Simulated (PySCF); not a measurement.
Compound: C5H5NO2.
SMILES with atom numbers: `[CH2:1]=[CH:2][O:3][C:4](=[O:5])[CH2:6][C:7]#[N:8]` (hydrogens: H9, H10 on C1; H11 on C2; H12, H13 on C6)

Geometry (GFN2-xTB, Å), atoms numbered from 1 in this order:
```
atom  x, y, z in Å
C1    -2.5692   -0.5043    0.7004
C2    -1.6614   -0.1884   -0.2019
O3    -0.3701    0.1216    0.1752
C4     0.5179    0.4395   -0.7719
O5     0.2901    0.5114   -1.9454
C6     1.8827    0.6938   -0.1383
C7     2.4542   -0.5709    0.2535
N8     2.8953   -1.5786    0.5594
H9    -2.3320   -0.5315    1.7491
H10   -3.5721   -0.7449    0.4037
H11   -1.8409   -0.1448   -1.2682
H12    2.5345    1.1793   -0.8675
H13    1.7668    1.3184    0.7504
```

A PySCF run (density fitting, gas phase, GFN2-xTB geometry) gave HOMO -10.24 eV, LUMO 0.93 eV, dipole 3.55 D.

Task: Which of these levels was it?
A. PBE0/pcSseg-1
B. PBE0/def2-SVPD
C. wB97X/Sadlej pVTZ

Result: C. It is wB97X/Sadlej pVTZ. All candidates on this geometry:

```csv
level and settings,kind,basis functions,SCF cycles,E (Eh),HOMO (eV),LUMO (eV),dipole (D)
PBE0/def2-SVPD,global hybrid,206,16,-397.9742,-7.98,-1.24,3.56
PBE0/pcSseg-1,global hybrid,161,16,-398.2071,-7.93,-1.10,3.52
"wB97X/Sadlej pVTZ, start guess atom, damping 0.2 at the start, DIIS from the seventh cycle",range-separated hybrid,237,16,-398.6894,-10.24,0.93,3.55
```

The nearest other candidate, by the summed differences of HOMO and LUMO, is PBE0/pcSseg-1: its HOMO differs by +2.31 eV and its LUMO by -2.03 eV. Cycle counts include a coarse-grid stage where the run had one.
